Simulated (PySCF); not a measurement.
Input of a run (PBE0-D3(BJ)/def2-SVP geometry optimisation, gas phase (PySCF 2.14.0)), started from a GFN2-xTB structure with every atom displaced at random (by about 0.01 Å):
```
{"job": {"xc": "PBE0", "basis": "def2-SVP", "d3": "d3bj", "grid": 1, "shake": 0.01, "kind": "geom"}, "charge": 0, "multiplicity": 1}
N     -1.674150    -0.867860    -0.264690
Si    -0.637980     0.086400     0.703040
C     -1.065660     1.907050     0.259500
O     -2.098550     2.410790     0.422130
O      0.895890    -0.200380     0.263830
Si     2.178280    -0.733300    -0.555760
H     -2.653420    -0.572970    -0.326160
H     -1.593250    -1.841090    -0.287200
H     -0.646700    -0.110530     2.173100
H     -0.226650     2.533130    -0.136030
H      3.286400    -0.601220     0.390130
H      1.934400    -2.133820    -0.899730
H      2.307220     0.106900    -1.752490
```

Output (energies in Eh, forces in Eh/bohr):
```
step   0  E = -825.68829836  max force = 0.087886
step   1  E = -825.69887884  max force = 0.017955
step   2  E = -825.69952007  max force = 0.007340
step   3  E = -825.69983454  max force = 0.008099
step   4  E = -825.70011082  max force = 0.006985
step   5  E = -825.70078381  max force = 0.005340
step   6  E = -825.70124055  max force = 0.005147
step   7  E = -825.70172942  max force = 0.014909
step   8  E = -825.70253739  max force = 0.011691
step   9  E = -825.70292375  max force = 0.004439
step  10  E = -825.70310622  max force = 0.004529
step  11  E = -825.70348754  max force = 0.002186
step  12  E = -825.70367423  max force = 0.001541
step  13  E = -825.70380006  max force = 0.001363
step  14  E = -825.70390394  max force = 0.001041
step  15  E = -825.70394318  max force = 0.000609
step  16  E = -825.70394722  max force = 0.000526
step  17  E = -825.70394056  max force = 0.000712
step  18  E = -825.70394501  max force = 0.000719
step  19  E = -825.70395527  max force = 0.000398
optimisation converged
```

Problem. Summarise the run.

Solution. The energy falls by 0.426 eV over 20 energy and gradient evaluations, the largest force component goes from 0.0879 to 4.0e-04 Eh/bohr, and the atoms move by 0.568 Å rms after alignment. The bond that changes most is O5–Si6 (siloxane oxygen to oxygen-bound silicon), which lengthens by 0.052 Å. Bonds longer at the end by more than 0.005 Å: 9 of 12; shorter: 2. Among the angles that change most is Si2–O5–Si6, from 161.6° to 135.9°. Among the dihedrals that turn most is N1–Si2–C3–O4, from 62° to -3°. The energy rose by more than 1e-6 Eh at step 17. The first step brought 68 % of the lowering.

Problem. What are the final bond lengths?

Solution. N1–Si2 1.703 Å, Si2–C3 1.929 Å, C3=O4 1.210 Å, Si2–O5 1.664 Å, O5–Si6 1.665 Å, N1–H7 1.016 Å, N1–H8 1.010 Å, Si2–H9 1.488 Å, C3–H10 1.126 Å, Si6–H11 1.490 Å, Si6–H12 1.494 Å, Si6–H13 1.495 Å. Numbering counts from 1 in the input's order; the species is `O=C[Si@H](O[SiH3])N`.

The run used 127 basis functions and 156 SCF cycles in all.

No PBE0-D3(BJ)/def2-SVP frequencies stand behind this structure, so it isn't proved a minimum. The numbers are those of one conformer.
